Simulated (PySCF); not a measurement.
C₄H₇BrOSi, singlet, geometry from GFN2-xTB, atoms displaced at random by about 0.08 Å a coordinate; R2SCAN/STO-3G, gradient (PySCF).

Here is a job for PySCF.
```python
from pyscf import gto, scf, dft

mol = gto.Mole()
mol.atom = '''
    C    -2.083887   -1.698671   -0.311051
    C    -1.188446   -1.308352   -1.140552
    Si    0.256866   -0.225403   -0.619933
    O     0.431810    1.045000   -1.593739
    Br   -0.497128    0.796955    1.152539
    C     1.761753   -1.072683   -0.351914
    C     2.985822   -0.643427   -0.751869
    H    -2.436576   -1.367551    0.575753
    H    -2.973132   -2.333594   -0.751945
    H    -1.028462   -1.839193   -2.034302
    H    -0.169841    1.620563   -1.954157
    H     1.783169   -1.654572    0.512382
    H     3.937238   -1.282815   -0.661328
    H     3.059057   -0.039722   -1.742928
'''
mol.basis = 'sto-3g'
mol.charge = 0
mol.spin = 0
mol.verbose = 4
mol.build()

mf = dft.RKS(mol)
mf.xc = 'r2scan'
mf.conv_tol = 1e-11
mf.kernel()
g = mf.nuc_grad_method()
grad = g.kernel()
```

What the program printed (banner, timings and long lists left out):

```
PySCF version 2.14.0

[INPUT] verbose = 4
[INPUT] num. atoms = 14
[INPUT] num. electrons = 88
[INPUT] charge = 0
[INPUT] spin (= nelec alpha-beta = 2S) = 0
[INPUT] symmetry False subgroup None
[INPUT] Mole.unit = angstrom
[INPUT] Symbol           X                Y                Z      unit          X                Y                Z       unit  Magmom
[...]
nuclear repulsion = 600.905112082905
number of shells = 35
number of NR pGTOs = 177
number of NR cGTOs = 59
basis = sto-3g
ecp = {}

******** <class 'pyscf.dft.rks.RKS'> ********
method = RKS
initial guess = minao
damping factor = 0
level_shift factor = 0
DIIS = <class 'pyscf.scf.diis.CDIIS'>
diis_start_cycle = 1
diis_space = 8
diis_damp = 0
SCF conv_tol = 1e-11
SCF conv_tol_grad = None
SCF max_cycles = 50
direct_scf = True
direct_scf_tol = 1e-13
XC library pyscf.dft.libxc version 7.1.2
    S. Lehtola, C. Steigemann, M. J. T. Oliveira, and M. A. L. Marques,  SoftwareX 7, 1–5 (2018)
XC functionals = r2scan
    J. W. Furness, A. D. Kaplan, J. Ning, J. P. Perdew, and J. Sun,  J. Phys. Chem. Lett. 11, 8208–8215 (2020)
    J. W. Furness, A. D. Kaplan, J. Ning, J. P. Perdew, and J. Sun,  J. Phys. Chem. Lett. 11, 9248–9248 (2020)
    J. W. Furness, A. D. Kaplan, J. Ning, J. P. Perdew, and J. Sun,  J. Phys. Chem. Lett. 11, 8208–8215 (2020)
    J. W. Furness, A. D. Kaplan, J. Ning, J. P. Perdew, and J. Sun,  J. Phys. Chem. Lett. 11, 9248–9248 (2020)
radial grids:
    Treutler-Ahlrichs [JCP 102, 346 (1995); DOI:10.1063/1.469408] (M4) radial grids

becke partition: Becke, JCP 88, 2547 (1988); DOI:10.1063/1.454033
pruning grids: <function nwchem_prune>
grids dens level: 3
symmetrized grids: False
atomic radii adjust function: <function treutler_atomic_radii_adjust>
small_rho_cutoff = 0
Set gradient conv threshold to 3.16228e-06
Initial guess from minao.
tot grids = 178816
init E= -3058.32281922454
[...]
cycle= 1 E= -3060.76874808246  delta_E= -2.45  |g|= 0.646  |ddm|= 4.85
[...]
cycle= 2 E= -3059.71847537412  delta_E= 1.05  |g|= 1.86  |ddm|= 3.41
[...]
cycle= 3 E= -3060.89872405227  delta_E= -1.18  |g|= 0.329  |ddm|= 2.97
[...]
cycle= 4 E= -3060.9317712291  delta_E= -0.033  |g|= 0.17  |ddm|= 0.767
[...]
cycle= 5 E= -3060.93579635708  delta_E= -0.00403  |g|= 0.131  |ddm|= 0.37
[...]
cycle= 6 E= -3060.94147174241  delta_E= -0.00568  |g|= 0.00746  |ddm|= 0.164
[...]
cycle= 7 E= -3060.94149114796  delta_E= -1.94e-05  |g|= 0.00404  |ddm|= 0.0185
[...]
cycle= 8 E= -3060.94149598368  delta_E= -4.84e-06  |g|= 0.00167  |ddm|= 0.0068
[...]
cycle= 9 E= -3060.94149686414  delta_E= -8.8e-07  |g|= 0.000196  |ddm|= 0.00234
[...]
cycle= 10 E= -3060.94149687842  delta_E= -1.43e-08  |g|= 5.1e-05  |ddm|= 0.000497
[...]
cycle= 11 E= -3060.94149687971  delta_E= -1.29e-09  |g|= 5.82e-06  |ddm|= 0.000119
[...]
cycle= 12 E= -3060.94149687972  delta_E= -4.55e-12  |g|= 1.76e-06  |ddm|= 1.63e-05
[...]
Extra cycle  E= -3060.94149687971  delta_E= 5.46e-12  |g|= 2.36e-06  |ddm|= 8.72e-06
converged SCF energy = -3060.94149687971

******** <class 'pyscf.grad.rks.Gradients'> for <class 'pyscf.dft.rks.RKS'> ********
unit = Eh/Bohr
grid_response = False
--------------- RKS gradients ---------------
         x                y                z
0 C     0.1161179259     0.0805372280     0.0693301020
1 C    -0.0866083241    -0.0294284895    -0.0054096581
2 Si     0.0805625945    -0.0320541870     0.0234394875
3 O    -0.1314701632     0.0619547597    -0.0105223286
4 Br     0.0064542143    -0.0052375880    -0.0382007537
5 C    -0.0687830070    -0.0268984626     0.0029470508
6 C    -0.0162226470     0.0261795646     0.0798183706
7 H     0.0038554301    -0.0409504654    -0.0842316124
8 H    -0.0416701242    -0.0114106720    -0.0171737622
9 H     0.0055525718     0.0160331072     0.0398356441
10 H     0.0964413512    -0.0635343268     0.0372602157
11 H     0.0029438903     0.0423682259    -0.0358524570
12 H     0.0257813994    -0.0233377082    -0.0182012716
13 H     0.0040568588     0.0072228976    -0.0406786992
----------------------------------------------
```
